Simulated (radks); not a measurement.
The numbers below are computed, except where a source is named.
Correlation energies from several functionals, in hartree. Species: Ba+ [Xe] 6s1; Ga3+ [Ar] 3d10; Mn2+ [Ar] 3d5. Level of theory: non-relativistic Kohn-Sham, PBE, spin-polarised, spherical densities, point nucleus (a radial shooting solver on a logarithmic mesh with Libxc functionals). Every spin shell is full or empty, so the densities are truly spherical. Functionals are evaluated on that one density, not self-consistently.

PW92: Ba+ -5.3203; Ga3+ -2.6247; Mn2+ -1.9760
VWN5: Ba+ -5.3430; Ga3+ -2.6373; Mn2+ -1.9860
PZ: Ba+ -5.3209; Ga3+ -2.6205; Mn2+ -1.9646
Wigner: Ba+ -2.9144; Ga3+ -1.5079; Mn2+ -1.1257
Chachiyo: Ba+ -5.2529; Ga3+ -2.5864; Mn2+ -1.9377
PBE: Ba+ -2.9866; Ga3+ -1.3861; Mn2+ -1.0053
LYP: Ba+ -2.8078; Ga3+ -1.3899; Mn2+ -1.0332
P86: Ba+ -3.3917; Ga3+ -1.5686; Mn2+ -1.1363
PW91: Ba+ -3.2262; Ga3+ -1.5068; Mn2+ -1.0982
AM05: Ba+ -4.9644; Ga3+ -2.4223; Mn2+ -1.8134
B95: Ba+ -3.6661; Ga3+ -1.6707; Mn2+ -1.1914
